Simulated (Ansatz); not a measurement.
Consider the formal exchange of groups at a Ge–C bond: `C#CC[CH2][GeH3]` + `[CH3][Al]([F])[F]` → `[CH3][Al]([F])[GeH3]` + `C#CCCF`.

Isolated molecules relaxed with PBE0-D4/def2-TZVP in Ansatz; ΔE leaves out vibrations. CCSD(T)/CBS adds triple-zeta CCSD(T) − MP2 to the extrapolated MP2 energy (def2 sets, frozen cores). DFT in def2-TZVPP. For Ge outer-core shells are correlated without core-valence functions, which leaves a few kJ/mol of doubt a bond. Scalar relativity is left out up to krypton. One conformer a species, not always the lowest.

`C#CC[CH2][GeH3]`:

```xyz
13

C     0.326   -3.098    0.644
C    -0.047   -1.959    0.581
C    -0.471   -0.572    0.483
C     0.460    0.267   -0.394
Ge   -0.103    2.141   -0.527
H     0.652   -4.110    0.705
H    -1.492   -0.541    0.087
H    -0.525   -0.147    1.492
H     0.505   -0.154   -1.401
H     1.476    0.239    0.006
H     0.871    2.932   -1.417
H    -0.136    2.779    0.874
H    -1.517    2.223   -1.133
```

`[CH3][Al]([F])[F]`:

```xyz
7

C     0.350    0.808   -0.215
Al   -0.408   -0.903    0.241
F     0.538   -2.227    0.477
F    -2.027   -1.130    0.418
H    -0.419    1.573   -0.332
H     1.050    1.137    0.558
H     0.916    0.742   -1.148
```

`[CH3][Al]([F])[GeH3]`:

Z-matrix (Å, degrees):
```
C
Al 1 1.940
H 1 1.095 2 110.6
H 1 1.095 2 110.5 3 -118.0
H 1 1.092 2 112.5 3 121.1
F 2 1.656 1 117.4 3 57.4
Ge 2 2.472 1 127.9 3 -122.7
H 7 1.541 2 112.3 1 -0.2
H 7 1.541 2 111.7 1 120.0
H 7 1.541 2 111.8 1 -120.5
```

`C#CCCF`:

```xyz
10

C    -1.546    0.914   -1.427
C    -0.750    0.201   -0.881
C     0.208   -0.652   -0.202
C     0.741   -0.055    1.086
F     1.499    1.064    0.818
H    -2.247    1.548   -1.915
H    -0.261   -1.613    0.039
H     1.051   -0.870   -0.866
H     1.382   -0.779    1.598
H    -0.077    0.241    1.749
```

| level | ΔE (kJ/mol) | difference from CCSD(T)/CBS |
| --- | --- | --- |
| PBE-D4 | 201.4 | -29.5 |
| r2SCAN-D4 | 216.2 | -14.7 |
| ωB97X-V | 214.9 | -16.0 |
| B2PLYP | 224.2 | -6.7 |
| PBE | 198.7 | -32.2 |
| r2SCAN | 215.5 | -15.4 |
| PBE0 | 205.2 | -25.7 |
| HF/def2-TZVPP | 217.3 | -13.6 |
| MP2/def2-TZVPP | 245.8 | 14.9 |
| SCS-MP2/def2-TZVPP | 238.2 | 7.3 |
| CCSD(T)/def2-TZVPP | 227.6 | -3.3 |
| HF/def2-QZVPP | 219.9 | -11.0 |
| MP2/def2-QZVPP | 248.7 | 17.8 |
| SCS-MP2/def2-QZVPP | 241.5 | 10.6 |
| MP2/CBS(def2) | 249.2 | 18.3 |
| CCSD/CBS(def2) | 230.6 | -0.3 |
| CCSD(T)/CBS | 230.9 | 0 |

Largest T1 diagnostic among the species: 0.012.

In def2-TZVPP, CCSD(T) changes the Hartree–Fock value by +10.3 kJ/mol (the triples alone add +0.2 kJ/mol) and MP2 by +28.5 kJ/mol. From PBE to PBE0 (25 % exact exchange), in def2-TZVPP and without D4, ΔE moves by +6.5 kJ/mol.
